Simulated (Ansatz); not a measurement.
Reaction (substitution at a C–C bond): `C[N](C)[Ti]1234([CH3])([CH3])[C@@H]5[C@H]1[C@H]2[C@@]3(C)[C@@H]54` + `FB(S)Cl` → `CSB(F)Cl` + `C[N](C)[Ti]1234([CH3])([CH3])[C@H]5[C@@H]1[C@@H]2[C@@H]3[C@H]54`

Gas-phase electronic energies from Ansatz, PBE0-D4/def2-TZVP geometries. CBS: MP2 limit from def2 TZ/QZ plus the TZ coupled-cluster correction, frozen cores. Functionals use def2-TZVPP. HSE06 is defined as in plane-wave codes. For Ti outer-core shells are correlated without core-valence functions, which leaves a few kJ/mol of doubt a bond. Scalar relativity is left out up to krypton. Each species was taken in one conformer, which may not be the lowest.

```csv
level,ΔE (kJ/mol),difference from CCSD(T)/CBS
PBE0-D4,19.3,-0.9
BHLYP-D4,19.4,-0.8
r2SCAN,15.4,-4.8
r2SCANh,15.8,-4.4
HSE06,14.7,-5.5
CAM-B3LYP,15.6,-4.6
CCSD/def2-SVP,37.2,17.0
CCSD(T)/def2-SVP,38.9,18.7
SCS-MP2/def2-TZVPP,23.1,2.9
CCSD(T)/def2-TZVPP,23.9,3.7
CCSD(T)/CBS,20.2,0
```

Largest T1 diagnostic among the species: 0.019.

Leaving LDA and LC-ωPBE aside and taking each functional with its dispersion term where it has one, the values, not all of them listed here, spread over 4.6 kJ/mol, from B2PLYP to B97M-V. LDA lies +10.7 kJ/mol from PBE without D4. From BLYP to BHLYP (50 % exact exchange), in def2-TZVPP and without D4, ΔE moves by +4.6 kJ/mol.
